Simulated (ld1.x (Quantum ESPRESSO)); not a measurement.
# Ranking PAW potentials for Ni

All share these settings but for the change named:

ld1.x (Quantum ESPRESSO) 7.5 input, shortened:

```
&input
   title='Ni', zed=28., rel=1, dft='PBE', iswitch=3,
   config='[Ar] 3d8 4s1 4p1'
 /
 &inputp
   pseudotype=3, lpaw=.true., tm=.true., lloc=-1, rcloc=0.95,
   nlcc=.true., new_core_ps=.true., rcore=0.75,
   which_augfun='BESSEL', rmatch_augfun=0.70
 /
6
3S  1  0   2.00   0.00  1.00  1.15  0.0
4S  2  0   1.00   0.00  1.00  1.15  0.0
3P  2  1   6.00   0.00  1.55  1.70  0.0
4P  3  1   1.00   0.00  1.55  1.70  0.0
3D  3  2   8.00   0.00  1.35  1.75  0.0
3D  3  2   0.00   1.75  1.35  1.75  0.0
 &test
   configts(1)='3s2 3p6 3d8 4s1 4p1'
 /
```

Test errors are all-electron minus pseudo excitation energies from the reference, over 3s2 3p6 3d8 4s2 4p0; 3s2 3p6 3d8 4s1 4p0; 3s2 3p6 3d8 4s0 4p0; 3s2 3p6 3d8 4s1.5 4p0; 3s2 3p6 3d8 4s0 4p1; 3s2 3p6 3d6 4s0 4p0; 3s1 3p6 3d8 4s2 4p0. None of these files shows a bound ghost.

The base gives 116.2 meV.

Of 9 variants that were run, those that failed, showed a ghost or another fault, or gave nearly equal values are left out.

A variant can come out equal or close to the base, since the largest error may sit in a test that the change hardly touches while other tests move.

(1) Rank these variants by their largest absolute test error, smallest first.
A. waves 3s (bound): rcut 0.86, rcutus 0.92 bohr; 4s (bound): rcut 0.86, rcutus 0.92 bohr
B. functional PBEsol
C. wave 3d channel at 1.75 Ry: rcut 1.35, rcutus 1.75 bohr becomes 3d channel at 3.41 Ry: rcut 1.35, rcutus 1.75 bohr
D. augmentation PSQ, inside the norm-conserving radii

Answers

(1) C (60.4 meV), D (72.5 meV), B (94.2 meV), A (115.0 meV).
